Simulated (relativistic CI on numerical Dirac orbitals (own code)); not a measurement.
# Magnetism of W⁵⁺, 5d, in a crystal field

Calculated by Dirac-Coulomb-Breit CI, orbitals from a KLI potential per configuration, a model potential for QED, valence Slater integrals scaled by 0.85, one configuration in a parametric crystal field (own radial code).

Field parameters in Wybourne normalisation: D4h B²₀ = −7Ds, B⁴₀ = 21(Dq − Dt), B⁴₄ = 21√(5/14) Dq. The field is a parameter set, without covalency.

S is read from ⟨S²⟩ = S(S + 1).

Powder χT (cm³ K mol⁻¹) by Van Vleck's formula, with temperature-independent terms:

```csv
Field,2 K,5 K,10 K,20 K,50 K,100 K,200 K,300 K
"D4h, 10Dq = 35700, Ds = -1500, Dt = -120 cm⁻¹",0.0582,0.0584,0.0589,0.0597,0.0623,0.0666,0.0752,0.0838
"D4h, 10Dq = 35700, Ds = 3000, Dt = -120 cm⁻¹",0.0162,0.0165,0.0169,0.0177,0.0202,0.0244,0.0328,0.0411
"D4h, 10Dq = 35700, Ds = 2590, Dt = -120 cm⁻¹",0.0159,0.0161,0.0166,0.0174,0.0199,0.0241,0.0325,0.0409
"D4h, 10Dq = 35700, Ds = 2180, Dt = -120 cm⁻¹",0.0156,0.0158,0.0162,0.0171,0.0196,0.0238,0.0323,0.0408
"D4h, 10Dq = 35700, Ds = 1770, Dt = -120 cm⁻¹",0.0153,0.0155,0.0159,0.0168,0.0193,0.0236,0.0321,0.0406
"D4h, 10Dq = 35700, Ds = 1360, Dt = -120 cm⁻¹",0.015,0.0152,0.0156,0.0165,0.0191,0.0234,0.0319,0.0405
"D4h, 10Dq = 35700, Ds = 950, Dt = -120 cm⁻¹",0.0147,0.0149,0.0154,0.0162,0.0188,0.0232,0.0319,0.0406
"D4h, 10Dq = 35700, Ds = 550, Dt = -120 cm⁻¹",0.0144,0.0147,0.0151,0.016,0.0186,0.0231,0.032,0.041
```

(1) For D4h, 10Dq = 35700, Ds = 1770, Dt = -120 cm⁻¹: what effective moment follows at 300 K?

Results:

(1) μ_eff = √(8χT) = 0.57 μB. The ground level has S = 0.50; the spin-only moment for S = 1/2 is 1.73 μB. The difference comes from the orbital moment, spin-orbit mixing of terms and temperature-independent paramagnetism, all larger in this ionic model than in covalent complexes.
